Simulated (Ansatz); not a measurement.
`N#C[Si](F)(F)C#N` + H₂ → `N#C[SiH](F)F` + `C#N` at 298.15 K and 1 bar (hydrogenolysis of the Si–C bond).

Gas-phase electronic energies from Ansatz, PBE0-D4/def2-TZVP geometries. CCSD(T)/CBS adds triple-zeta CCSD(T) − MP2 to the extrapolated MP2 energy (def2 sets, frozen cores). This one scheme is used for every species.

| species | CCSD(T)/CBS energy (Eh) | H − E (kJ/mol) | S (J/(mol·K)) |
| --- | --- | --- | --- |
| `N#C[Si](F)(F)C#N` | -674.28873 | 84.4 | 355.1 |
| H₂ | -1.17544 | 35.1 | 130.4 |
| `N#C[SiH](F)F` | -582.14390 | 78.6 | 315.0 |
| `C#N` | -93.32098 | 52.4 | 201.2 |

H − E and S are ideal-gas, rigid-rotor, harmonic terms from PBE0-D4/def2-TZVP. The MP2-based limit puts H₂ 0.8 mEh under its directly extrapolated value; such offsets cancel only in part. 1 Eh = 2625.50 kJ/mol, R = 8.31446 J/(mol·K).

By hand: ΔE, ΔH, ΔS and ΔG.

ΔE = (-582.14390) + (-93.32098) − (-674.28873) − (-1.17544) = -0.00071 Eh = -1.9 kJ/mol. Δ(H − E) = 78.6 + 52.4 − 84.4 − 35.1 = 11.5, so ΔH = 9.6 kJ/mol. ΔS = 315.0 + 201.2 − 355.1 − 130.4 = 30.7 J/(mol·K). ΔG = 9.6 − 298.15 × (30.7)/1000 = 0.4 kJ/mol.

By hand: the equilibrium constant, and the temperature at which ΔG would vanish if ΔH and ΔS stayed fixed.

log₁₀ K = −ΔG/(RT ln 10) = -0.1. ΔG = 0 at ΔH/ΔS = 313 K, though so small a ΔH makes that figure unsure.

TΔS isn't small against ΔH here. The sign of ΔG lies within the doubt. A doubt of 5 kJ/mol in ΔE shifts log₁₀ K by 0.9 here. These are equilibria of isolated gas molecules and say nothing of rates. Largest T1 diagnostic: 0.014 (customary marks: 0.02 for closed shells, 0.045 for open ones).
